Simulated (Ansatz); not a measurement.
A series at Ge: from `[OH][GeH3]`, ligands are replaced one by one, each step taking up CH₃OH and setting free H₂; n counts the steps. Ansatz, PBE0-D4/def2-TZVP geometries. Each molecule was computed in one conformer, which needn't be the lowest.

| n | molecule | HOMO energy, ωB97M-V/def2-TZVPP (eV) |
| --- | --- | --- |
| 0 | `[OH][GeH3]` | -10.79 |
| 1 | `C[O][GeH2][OH]` | -10.31 |
| 2 | `C[O][GeH]([OH])[O]C` | ? |
| 3 | `C[O][Ge]([OH])([O]C)[O]C` | -10.57 |

By hand: fit a straight line y = ȳ + b (n − n̄) to the 3 given rows and predict n = 2.

n̄ = 1.333, ȳ = -10.557; Σ(n − n̄)(y − ȳ) = 0.207, Σ(n − n̄)² = 4.667, so b = 0.044 eV a step. Prediction: -10.557 + (0.044) × (0.667) = -10.53 eV.

By hand: compare with the computed value, -10.51 eV, and give the steps along the whole series.

The line misses by 0.02 eV (computed minus predicted). Steps: 0.48, -0.20, -0.06 eV.

The steps change sign along the series, so a line is a poor guide. The highest orbital can change its character along such a series. The miss is 4.2 % of the series' range.
